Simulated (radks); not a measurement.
Task: All-electron atom: the gadolinium ion Gd2.1+ in [Kr] 4d10 4f7 5s2 5p(1/2: 2, 3/2: 3.9) 5d1 (fractional occupations, a model configuration). All-electron calculation, Dirac Kohn-Sham, BLYP, spin-unpolarised, spherical densities, point nucleus; open shells fill j = l - 1/2 first. Program: a radial shooting solver on a logarithmic mesh with Libxc functionals. Some entries of the table are withheld. Estimate them.

orbital,occ.,eigenvalue (eV),r(max) (bohr),<r^2> (bohr^2)
1s1/2,2,-50072.65,0.01391,0.0006547
2s1/2,2,-8275.528,0.07916,0.01021
2p1/2,2,-7858.647,0.05980,0.007416
2p3/2,4,-7162.495,0.06563,0.008650
3s1/2,2,-1845.539,0.2245,0.06816
3p1/2,2,(1),0.2117,0.06349
3p3/2,4,(2),0.2240,0.07057
3d3/2,4,-1210.403,0.1780,0.05634
3d5/2,6,-1179.295,0.1814,0.05831
4s1/2,2,-383.2695,0.5159,0.3452
4p1/2,2,-313.0003,0.5202,0.3632
4p3/2,4,-281.2003,0.5464,0.4020
4d3/2,4,(3),0.5542,0.4611
4d5/2,6,(4),0.5627,0.4763
5s1/2,2,-64.4275,1.196,1.991
5p1/2,2,-45.0249,1.301,2.511
5p3/2,3.9,-40.6141,1.377,2.832
4f5/2,6,-23.7672,0.5645,0.9572
4f7/2,1,-23.0117,0.5694,0.9871
5d3/2,1,-16.3299,1.863,(5)
5d5/2,0,-15.9688,1.903,(6)

Result: 
(1) 3p1/2 eigenvalue (eV): -1664.952
(2) 3p3/2 eigenvalue (eV): -1522.178
(3) 4d3/2 eigenvalue (eV): -165.4720
(4) 4d5/2 eigenvalue (eV): -159.7258
(5) 5d3/2 <r^2> (bohr^2): 6.361
(6) 5d5/2 <r^2> (bohr^2): 6.617
